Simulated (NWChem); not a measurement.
Species: HSF₂ cation; SMILES F[SH+]F

Results from NWChem. The level has its own optimisation; frequencies are unscaled.

Question: Estimate the computed values for PBE0/def2-SVP. Quantities: r F–S (Å); r H–S (Å); highest harmonic frequency (cm⁻¹); lowest (cm⁻¹); zero-point energy (kcal/mol).

Answer: The r F–S (Å) comes out as 1.546 and the r H–S (Å) is 1.379. The highest harmonic frequency (cm⁻¹) is 2536 and the lowest (cm⁻¹) is 376. The zero-point energy (kcal/mol) comes out as 9.9.
